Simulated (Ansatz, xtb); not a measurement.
**CH3BeO: which of two structures lies lower**

Structure a is a doublet given by its coordinates and structure b is `[CH2][Be][OH]`, a doublet. Both are isolated molecules in the gas phase, relaxed with PBE0-D3(BJ)/def2-SVP.

a (Å):

```xyz
6

C    -1.0411    1.0455   -0.3437
Be   -2.6541   -1.1999   -0.1011
O    -1.8401   -0.0666   -0.2234
H    -1.4958    1.7903   -1.0202
H    -0.0497    0.7806   -0.7510
H    -0.8848    1.5305    0.6358
```

Close contacts (Å): C1–O3 1.37, Be2–O3 1.40, C1–H4 1.10, C1–H5 1.10, C1–H6 1.10.

b (Å):

```xyz
6

C    -1.0112    0.7340    0.8745
Be   -1.3266    0.6147   -0.7423
O    -1.5632    0.5186   -2.1278
H    -0.7287   -0.1096    1.5209
H    -1.0532    1.6684    1.4528
H    -2.2074    0.3798   -2.8143
```

Energies in hartree; the thermal terms are from PBE0-D3(BJ)/def2-SVP harmonic frequencies (ideal gas, rigid rotor, one conformer each, 298.15 K, 1 atm) and include the zero-point energy:

|  | a | b |
| --- | --- | --- |
| E, CCSD(T)/def2-TZVP | −129.660645 | −129.676178 |
| zero-point energy | 0.042693 | 0.036998 |
| H(298 K) − E | 0.047960 | 0.043164 |
| G(298 K) − E | 0.017973 | 0.010979 |

Question: Work out ΔE, ΔE₀, ΔH and ΔG for a → b in kcal/mol (1 Eh = 627.51 kcal/mol) and the equilibrium ratio [b]/[a].

Answer: 1. ΔE = −129.676178 − (−129.660645) = −0.015533 Eh = −9.75 kcal/mol.
2. ΔE₀ = ΔE + ΔZPE = −0.015533 + (−0.005695) Eh = −13.32 kcal/mol.
3. ΔH = ΔE + (−0.004796) Eh = −12.76 kcal/mol.
4. ΔG = ΔE + (−0.006994) Eh = −14.14 kcal/mol, so ΔS = (ΔH − ΔG)/T = +19.4 J/(mol K).
5. kT = 0.9442 mEh, so K = [b]/[a] = exp(−ΔG/kT) = exp(+23.86) ≈ 2.3 × 10^10.

Structure b is favoured at this temperature. An error of 1 kcal/mol in ΔG would change K by a factor of 5.4. GFN2-xTB, HF/STO-3G gave ΔE the other sign. Mirror images and further conformers aren't counted.

Other levels gave ΔE = +15.9 (GFN2-xTB); +9.3 (HF/STO-3G, GFN2-xTB geometries); −10.4 (r2SCAN-D4/def2-SVP, GFN2-xTB geometries); −9.1 (PBE0-D3(BJ)/def2-SVP); −12.7 (HF/def2-TZVP); −7.5 (MP2/def2-TZVP) kcal/mol. Open shells are spin-unrestricted. The correlated steps freeze 2 core orbitals; the last core shell of Be is correlated, in a basis made for valence electrons. Programs: Ansatz 0.2.0, xtb 6.7.1.
